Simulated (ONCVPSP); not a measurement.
scandium (Sc): excitation energies, all-electron against ONCV

- Element: Sc
- Generator: ONCVPSP 4.0.1
- Type: optimised norm-conserving Vanderbilt (ONCV)
- Functional: PBE
- Relativity: scalar-relativistic
- Frozen core: [Ne] 3s2
- Valence charge: 9
- Reference configuration: 3p6 3d1 4s1 4p1
- Partial waves: 4s: rc 2.60 bohr, ncon 4, nbas 7, qcut 2.8 1/bohr, 3 projectors, debl 1 Ha; 3p+4p: rc 1.80 bohr, ncon 3, nbas 6, qcut 7.5 1/bohr, 2 projectors; 3d: rc 1.80 bohr, ncon 4, nbas 8, qcut 7.3 1/bohr, local
- Local potential: the d channel
- Core correction: Teter function, fcfact 5.75, rcfact 1.1

Energies are relative to the spin-unpolarised reference configuration 3p6 3d1 4s1 4p1; without spin polarisation the order of configurations can differ from experiment.

| valence configuration | charge | ΔE all-electron (eV) | error AE − PS (meV) |
| --- | --- | --- | --- |
| 3p6 3d1 4s2 4p0 | 0 | -2.779 | -1.5 |
| 3p6 3d1 4s1 4p0 | +1 | 4.118 | +0.4 |
| 3p6 3d1 4s0 4p0 | +2 | 16.885 | +22 |
| 3p6 3d1 4s0 4p1 | +1 | 7.548 | +0.7 |

Levels in the configuration 3p6 3d1 4s1 4p0:

```json
{"level": "3p", "all-electron (eV)": "-40.620", "pseudo (eV)": "-40.656"}
{"level": "3d", "all-electron (eV)": "-9.968", "pseudo (eV)": "-9.986"}
{"level": "4s", "all-electron (eV)": "-9.728", "pseudo (eV)": "-9.724"}
```

Note: ghosts flagged at negative energy: s at -58.8 eV; GHOST(+) flagged for s at 155.1 eV. A true bound ghost makes a file unfit for plane-wave use.
